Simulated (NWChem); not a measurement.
Species: Si$_{2}$N$_{2}$H$_{8}$; SMILES [SiH2]([SiH2]N)N

```xyz
12

Si    -0.5337    -1.1847    -0.2083
N      1.0512    -1.6278     0.3372
Si    -0.5696     1.1224     0.2209
N      1.0155     1.6750    -0.2786
H     -1.5921    -1.9346     0.5404
H     -0.8157    -1.4404    -1.6674
H      1.7623    -0.9046     0.2817
H      1.4398    -2.5524     0.1928
H     -1.7410     1.8072    -0.4301
H     -0.6671     1.4040     1.6868
H      1.2553     1.5897    -1.2620
H      1.3381     2.5727     0.0703
```
Atoms are numbered in this order, from 1.

Computed with NWChem. Medium grid unless said otherwise, to which SCAN and Minnesota functionals are sensitive. The geometry was optimised at PBE0/def2-SVP. Hybrids' shares of exact exchange are those that their runs print; pure functionals count as 0. The functionals differ in more than this share.

| row | share of exact exchange | highest occupied level (eV) |
|---|---|---|
| PBE/def2-SVP | 0.00 | -5.45 |
| LDA (Slater exchange, VWN5)/def2-SVP | 0.00 | -5.51 |
| TPSSh/def2-SVP | 0.10 | -6.17 |
| B3LYP/def2-SVP | 0.20 | -6.63 |
| M06/def2-SVP | 0.27 | -6.96 |
| BHandHLYP/def2-SVP | 0.50 | withheld |

Problem. Fit a straight line of the last column on the one before it, predict the withheld value, and compare with the run.

Solution. 
1. Means of the 5 shown rows: x = 0.114, y = -6.144. Slope Σ(x − x̄)(y − ȳ)/Σ(x − x̄)² = -0.3201/0.05792 = -5.527; intercept -5.514.
2. The shown rows scatter about the line by 0.058 (root mean square); the largest residual is -0.10, at TPSSh/def2-SVP.
3. At x = 0.50 (BHandHLYP/def2-SVP; beyond the shown range) the line gives -8.28.
4. The run gives -8.20, +0.08 from the line, 1.4 times the scatter.
